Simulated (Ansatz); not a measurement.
Frontier orbitals of `FC1=N[SiH2]S1`.

The species carries charge 0 and has multiplicity 1. The geometry is a stationary point of PBE0-D4/def2-TZVP. Basis def2-TZVPP, Ansatz 0.2.0.

| functional | HOMO (eV) | LUMO (eV) | gap (eV) |
| --- | --- | --- | --- |
| LDA (SPW92) | -6.79 | -1.94 | 4.85 |
| PBE | -6.63 | -1.69 | 4.94 |
| r2SCAN | -6.90 | -1.42 | 5.48 |
| PBE0 | -7.83 | -0.80 | 7.03 |
| B3LYP | -7.58 | -1.01 | 6.57 |
| r2SCANh | -7.34 | -1.09 | 6.25 |
| CAM-B3LYP | -9.12 | 0.26 | 9.38 |
| LC-ωPBE | -10.51 | 1.42 | 11.93 |
| ωB97M-V | -9.97 | 1.05 | 11.02 |

From PBE to PBE0 the HOMO moves by −1.20 eV and the LUMO by +0.90 eV, and with ωB97M-V by −3.35 and +2.74 eV, so the gap grows from 4.93 to 11.02 eV with exact exchange. A positive LUMO is unbound and depends on the basis.

B3LYP here is the variant with VWN-RPA as its local correlation; programs differ in this. LC-ωPBE has ω = 0.4 bohr⁻¹.
